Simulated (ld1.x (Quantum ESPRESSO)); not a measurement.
**Tb PAW: all-electron and pseudo phase curves**

Tb (Z = 65), PAW, made with ld1.x (Quantum ESPRESSO) 7.5 (PBEsol, fully relativistic). Core [Kr] 4d10, reference 4f8 5s2 5p6 5d1 6s2 6p0. Waves: 5s (bound): rcut 1.70, rcutus 1.85 bohr; 6s (bound): rcut 1.70, rcutus 1.85 bohr; 5p (bound): rcut 2.00, rcutus 2.20 bohr; 6p (bound, empty): rcut 2.00, rcutus 2.20 bohr; 5d (bound): rcut 2.40, rcutus 3.20 bohr; 5d channel at 0.25 Ry: rcut 2.40, rcutus 3.20 bohr; 4f (bound): rcut 0.65, rcutus 0.90 bohr; 4f channel at -0.05 Ry: rcut 0.65, rcutus 0.90 bohr. Local part: all-electron potential smoothed inside 2.55 bohr (lloc = -1). Core correction: Bessel-smoothed model core inside 0.65 bohr. Augmentation charge: BESSEL, radius 0.50 bohr.

Open shells are filled in proportion to 2j + 1 (rel_dist='average').

The phase is arctan(r·u′/u) with u = r·R(r), unwrapped; energies in Ry, scanned from -6 to 5 Ry. A pole is an energy at which the radial function vanishes at the test radius. The pseudo phase is shifted by a multiple of π to meet the all-electron one at the reference energy, and phase errors are pseudo minus all-electron; the curves can meet again beyond the range given. Levels narrower than the energy grid can be missing from the lists of poles.

```json
{"channel": "s", "radius (bohr)": "3.51", "reference energy (Ry)": "-0.31", "poles, all-electron": "-3.76, 0.95", "poles, pseudo": "-3.76, 0.70, 0.87", "unbroken range about the reference energy with phases within 0.05 rad": "below 0.7", "phase error 1 Ry above the reference energy (rad)": "+0.081"}
{"channel": "p1/2", "radius (bohr)": "3.51", "reference energy (Ry)": "-0.11", "poles, all-electron": "-2.27, 1.72", "poles, pseudo": "-2.27, 1.67, 4.87", "unbroken range about the reference energy with phases within 0.05 rad": "below 2.7", "phase error 1 Ry above the reference energy (rad)": "-0.003"}
{"channel": "p3/2", "radius (bohr)": "3.51", "reference energy (Ry)": "-0.09", "poles, all-electron": "-1.91, 1.97", "poles, pseudo": "-1.91, 1.88, 4.71", "unbroken range about the reference energy with phases within 0.05 rad": "below 2.7", "phase error 1 Ry above the reference energy (rad)": "-0.004"}
{"channel": "d3/2", "radius (bohr)": "3.51", "reference energy (Ry)": "-0.19", "poles, all-electron": "0.14, 3.61", "poles, pseudo": "0.14, 3.13", "unbroken range about the reference energy with phases within 0.05 rad": "below 1.4", "phase error 1 Ry above the reference energy (rad)": "-0.001"}
{"channel": "d5/2", "radius (bohr)": "3.51", "reference energy (Ry)": "-0.17", "poles, all-electron": "0.18, 3.68", "poles, pseudo": "0.18, 3.51", "unbroken range about the reference energy with phases within 0.05 rad": "below 4.3", "phase error 1 Ry above the reference energy (rad)": "-0.000"}
{"channel": "f5/2", "radius (bohr)": "3.51", "reference energy (Ry)": "-0.70", "poles, all-electron": "-0.68, 2.32", "poles, pseudo": "-0.68, 2.32", "unbroken range about the reference energy with phases within 0.05 rad": "below 3.7", "phase error 1 Ry above the reference energy (rad)": "-0.000"}
```

The ghost test of this file was not conclusive.

Phases in the p3/2 channel:

```tsv
E (Ry)	all-electron	pseudo
-6.00	1.450	1.450
-5.74	1.447	1.447
-5.48	1.443	1.443
-5.22	1.440	1.440
-4.96	1.436	1.436
-4.70	1.432	1.432
-4.44	1.427	1.427
-4.18	1.422	1.422
-3.92	1.416	1.416
-3.66	1.409	1.409
-3.40	1.402	1.402
-3.14	1.393	1.392
-2.88	1.381	1.381
-2.62	1.365	1.365
-2.36	1.339	1.339
-2.10	1.243	1.243
-1.84	-1.688	-1.689
-1.58	-1.775	-1.775
-1.32	-1.815	-1.815
-1.06	-1.854	-1.854
-0.80	-1.905	-1.906
-0.54	-1.982	-1.982
-0.28	-2.114	-2.114
-0.02	-2.391	-2.391
0.24	-3.066	-3.068
0.50	-3.920	-3.924
0.76	-4.315	-4.319
1.02	-4.488	-4.493
1.28	-4.583	-4.589
1.54	-4.644	-4.651
1.80	-4.688	-4.699
2.06	-4.724	-4.740
2.32	-4.756	-4.780
2.58	-4.787	-4.827
2.84	-4.819	-4.894
3.10	-4.857	-5.029
3.36	-4.907	-5.555
3.62	-4.978	-7.255
3.88	-5.103	-7.637
4.14	-5.378	-7.750
4.40	-6.154	-7.808
4.66	-7.091	-7.848
4.92	-7.445	-7.879
```
